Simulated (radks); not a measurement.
The numbers below are computed, except where a source is named.
Q: Isoelectronic series with 20 electrons, all held in the configuration [Ar] 4s2, which need not be the ground one along the series. Code: a radial shooting solver on a logarithmic mesh with Libxc functionals. Model: scalar-relativistic Kohn-Sham, PBE, spin-unpolarised, spherical densities, point nucleus. Total energies (hartree) and orbital eigenvalues (hartree):

ion,E (hartree),4s,3p,3s
Ca,-680.32517,-0.13841,-1.02928,-1.73059
Ti2+,-852.35872,-0.77611,-2.47648,-3.37242
Cr4+,-1045.13869,-1.71902,-4.43405,-5.53247
Fe6+,-1258.71521,-2.93941,-6.86794,-8.17679
Zn10+,-1748.67442,-6.18226,-13.12779,-14.88569
Ge12+,-2025.32469,-8.19975,-16.94745,-18.94717
Se14+,-2323.29788,-10.48069,-21.22592,-23.48158
Kr16+,-2642.77174,-13.02567,-25.96366,-28.49163
Sr18+,-2983.94027,-15.83580,-31.16169,-33.98086
Zr20+,-3347.01395,-18.91260,-36.82146,-39.95349
Mo22+,-3732.22007,-22.25790,-42.94477,-46.41437
Ru24+,-4139.80337,-25.87385,-49.53371,-53.36891

Estimate the row of Ni8+.

A: E (hartree) -1493.18584; 4s -4.42836; 3p -9.76735; 3s -11.29555.
